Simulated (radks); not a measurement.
The mean radii <r> (bohr) of the occupied orbitals of an atom or ion are listed with their occupations. Method: non-relativistic Kohn-Sham, PBE, spin-polarised, spherical densities, point nucleus; computed with a radial shooting solver on a logarithmic mesh with Libxc functionals.

| orbital | occ. | <r> |
|---|---|---|
| 1s down | 1 | 0.03630 |
| 1s up | 1 | 0.03630 |
| 2s up | 1 | 0.1587 |
| 2s down | 1 | 0.1587 |
| 2p up | 3 | 0.1360 |
| 2p down | 3 | 0.1360 |
| 3s up | 1 | 0.4406 |
| 3s down | 1 | 0.4406 |
| 3p up | 3 | 0.4356 |
| 3p down | 3 | 0.4355 |
| 3d up | 5 | 0.4142 |
| 3d down | 5 | 0.4141 |
| 4s up | 1 | 1.115 |
| 4s down | 1 | 1.111 |
| 4p up | 3 | 1.204 |
| 4p down | 3 | 1.201 |
| 4d up | 2 | 1.506 |
| 7d up | 1 | 10.55 |

Name the element and its charge. Open shells, if any, are filled with parallel spins first.

Answer. Z = 42, molybdenum, charge +3: Mo3+ in [Kr] 4d2 7d1. The 1s radius gives Z: for a bare nucleus <r> = 1.5/Z, 0.03571 bohr for Z = 42, and screening makes it slightly larger (0.03630 here). The occupations add up to 39, and the charge is Z minus that.
